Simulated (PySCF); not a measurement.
Species: pyrimidine, C$_{4}$H$_{4}$N$_{2}$ (charge 0, singlet). SMILES: c1ncccn1
Geometry: optimised at B3LYP-D3(BJ)/def2-TZVP (Ansatz).

Dispersion corrections to the total energy (kcal/mol) from the dftd3 and dftd4 libraries through PySCF: D3(BJ) without and D4 with the three-body term, each with the damping fitted for the functional named.

| functional | D3(BJ) | D4 |
|---|---|---|
| B2PLYP | ? | -3.88 |
| BHLYP | -7.43 | -6.21 |
| HF | -47.97 | -22.21 |
| HSE06 | -3.45 | -4.26 |
| PBE | ? | -5.59 |
| r2SCAN | -1.50 | -1.35 |
| revPBE | ? | -19.87 |

Task: Fill in the missing entries.

Result: 
- B2PLYP, D3(BJ): -4.37
- PBE, D3(BJ): -5.60
- revPBE, D3(BJ): -14.67
